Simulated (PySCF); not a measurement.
CH5F3Si2.

```xyz
11

C     -2.1908     0.8720    -0.6942
Si    -0.9660    -0.4990    -0.3952
F     -1.5613    -1.5318     0.7234
Si     1.0383     0.3605     0.4617
F      1.4761     1.5729    -0.5258
F      2.2133    -0.7518     0.3928
H     -3.1316     0.4758    -1.1063
H     -2.4215     1.4130     0.2361
H     -1.7729     1.5920    -1.4162
H     -0.7000    -1.2754    -1.6409
H      1.0058     0.8977     1.8482
```

Coordinates come from a PBE0-D3(BJ)/def2-SVP optimisation. The structure was generated by enumeration; whether it is a known compound was not checked. One conformer was computed; it need not be the lowest.

All values below come from PBE/pcSseg-1 (PySCF). Non-relativistic, no solvent.

Task: Give the absolute GIAO shielding of each atom: isotropic value and principal components (ppm). (The exact figures need the calculation; the answer reports its results.)

Result: 
```tsv
atom	σ(iso)	σ11	σ22	σ33	span
C1	181.6	163.9	185.6	195.4	31.5
Si2	316.0	239.6	307.8	400.6	161.0
F3	393.0	358.2	380.0	440.8	82.7
Si4	325.3	290.1	324.9	360.8	70.7
F5	313.4	200.2	317.4	422.6	222.5
F6	315.8	202.5	331.8	413.2	210.7
H7	30.3	26.4	27.5	37.0	10.6
H8	30.5	27.0	28.3	36.3	9.3
H9	31.2	27.0	28.9	37.8	10.8
H10	25.6	23.3	24.1	29.4	6.1
H11	25.4	22.5	23.2	30.6	8.2
```
